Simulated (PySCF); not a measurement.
**[Re(BH4)4]+ at several levels of theory**

Computed with PySCF 2.14.0 (density fitting, no spin-orbit coupling) at the geometry relaxed with r2SCAN:

```xyz
21
[Re(BH4)4]+ (triplet)
Re    0.0000    0.0000   -0.0531
B     1.4388    1.4388    1.0451
H     1.6505    1.6505    2.2304
H     0.5806    0.5806    1.5657
H     2.3868    0.8828    0.5162
H     0.8828    2.3868    0.5162
B    -1.4388   -1.4388    1.0451
H    -1.6505   -1.6505    2.2304
H    -0.5806   -0.5806    1.5657
H    -2.3868   -0.8828    0.5162
H    -0.8828   -2.3868    0.5162
B     1.2566   -1.2566   -1.2257
H     1.9494   -1.9494   -1.9164
H     1.3376   -1.3376    0.0839
H     0.0357   -1.5388   -1.3945
H     1.5388   -0.0357   -1.3945
B    -1.2566    1.2566   -1.2257
H    -1.9494    1.9494   -1.9164
H    -1.3376    1.3376    0.0839
H    -0.0357    1.5388   -1.3945
H    -1.5388    0.0357   -1.3945
```

```json
{"level": "r2SCAN", "basis": "Re def2-SVP with ECP60, B def2-SVP, H def2-SVP", "state": "triplet", "HOMO (eV)": "-11.15", "gap (eV)": "0.85", "charge on Re1 (e)": "0.56", "dipole about the centre of mass (D)": "1.45", "largest force component (eV/Å)": "0.01"}
{"level": "HF", "basis": "the same", "state": "triplet", "HOMO (eV)": "-16.28", "gap (eV)": "9.09", "charge on Re1 (e)": "1.04", "dipole about the centre of mass (D)": "2.04", "largest force component (eV/Å)": "1.25"}
{"level": "BLYP", "basis": "the same", "state": "triplet", "HOMO (eV)": "-10.54", "gap (eV)": "0.39", "charge on Re1 (e)": "0.35", "dipole about the centre of mass (D)": "1.37", "largest force component (eV/Å)": "0.24"}
{"level": "M06-L", "basis": "the same", "state": "triplet", "HOMO (eV)": "-11.02", "gap (eV)": "0.72", "charge on Re1 (e)": "0.96", "dipole about the centre of mass (D)": "1.33", "largest force component (eV/Å)": "0.28"}
```

HOMO and gap are taken over both spins. Charges are Mulliken's, which hang on the basis. The relaxation used the grid (50, 194), these runs (75, 302) or, all-electron (x2c bases, spin-free X2C Hamiltonian), (99, 590).

**Question.** What does BP86 with Re def2-SVP with ECP60, B def2-SVP, H def2-SVP give here?

**Answer.** state triplet, HOMO (eV) -10.73, gap (eV) 0.39, charge on Re1 (e) 0.38, dipole about the centre of mass (D) 1.36, largest force component (eV/Å) 0.19. Time: 20 s on 4 threads of Intel(R) Xeon(R) 6975P-C (Granite Rapids), with other jobs on the host, from an already converged density.

No frequency check is given that shows the relaxed geometry to be a minimum. Open shells may have lower solutions than the one found.

A gap near or under zero over both spins lies within a partly filled shell and is no excitation energy.
